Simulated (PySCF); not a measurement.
PySCF 2.14 output of a UHF calculation on a single atom or ion in 6-31G* (3s2p1d, 14 functions), with the non-relativistic Hamiltonian (point nucleus):

```
SCF conv_tol = 1e-09
number electrons alpha = 5  beta = 2
cycle= 1 E= -97.5596819486154  delta_E= -4.29e-12  |g|= 6.27e-07  |ddm|= 2.39e-06
converged SCF energy = -97.5596819486154  <S^2> = 3.754062  2S+1 = 4.0020305
```

The run itself started from symmetry-adapted Hartree-Fock orbitals and held the occupation by maximum overlap, so the iterations belong to that start.

Which element, charge and spin multiplicity is this?

F(2+) (fluorine, charge +2), multiplicity 4; the state was [He] 2s2 2p3, high-spin 4S determinant.
